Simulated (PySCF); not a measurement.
Si(F)2(OMe)(NH2) (CH₅F₂NOSi), SMILES CO[Si](N)(F)F.

Geometry optimised at B3LYP-D3(BJ)/def2-SVP. This is a generated structure with no PubChem entry under its InChIKey; it may be hypothetical. Other conformers were not sampled.

Calculation: B3LYP-D3(BJ)/def2-SVP (PySCF 2.14.0).

Frequencies are harmonic and unscaled.

Computed normal modes with their intensities:
```csv
mode,ν (cm⁻¹),IR (km/mol),Raman (Å⁴/amu),depolarisation,moving atoms (share of kinetic energy)
1,68,3.0,0.3,0.67,"H 27 %, C 25 %, F 22 %, O 18 %"
2,97,0.1,0.1,0.55,H 92 %
3,157,0.9,0.6,0.70,"C 28 %, H 26 %, N 21 %, F 20 %"
4,179,9.8,1.1,0.75,"H 54 %, F 22 %, O 15 %"
5,243,8.6,1.2,0.75,"F 42 %, H 22 %, N 18 %, O 14 %"
6,317,12.7,0.5,0.68,"F 55 %, H 14 %, Si 12 %, O 9 %, C 9 %"
7,336,13.7,0.9,0.74,"H 49 %, F 21 %, N 16 %, O 9 %"
8,357,85.5,1.3,0.68,"H 37 %, F 24 %, O 19 %, Si 15 %"
9,391,114.5,0.6,0.37,"H 39 %, N 27 %, F 17 %"
10,412,63.3,1.4,0.53,"F 28 %, O 25 %, Si 20 %, N 16 %"
11,716,13.0,10.0,0.03,"F 30 %, O 27 %, N 20 %, C 10 %, H 9 %"
12,791,1.7,1.0,0.60,"H 64 %, N 17 %, F 16 %"
13,911,166.8,1.5,0.75,"Si 44 %, F 15 %, N 14 %, H 10 %, C 9 %"
14,964,199.8,1.0,0.41,"Si 49 %, F 26 %, N 16 %, H 8 %"
15,978,210.6,0.8,0.70,"Si 51 %, F 36 %"
16,1159,196.2,2.4,0.75,"H 34 %, O 33 %, C 29 %"
17,1181,2.8,2.6,0.73,"H 77 %, C 18 %"
18,1221,161.4,2.2,0.67,"H 43 %, O 32 %, C 23 %"
19,1474,2.7,17.5,0.74,H 95 %
20,1479,2.6,9.7,0.70,"H 90 %, C 8 %"
21,1481,4.2,15.5,0.73,H 95 %
22,1535,70.3,5.5,0.72,"H 88 %, N 11 %"
23,3008,54.0,130.0,0.01,H 97 %
24,3085,32.0,62.6,0.72,"H 90 %, C 10 %"
25,3115,26.7,91.4,0.63,"H 90 %, C 10 %"
26,3585,42.1,103.6,0.11,H 96 %
27,3679,46.4,63.0,0.74,"H 91 %, N 9 %"
```
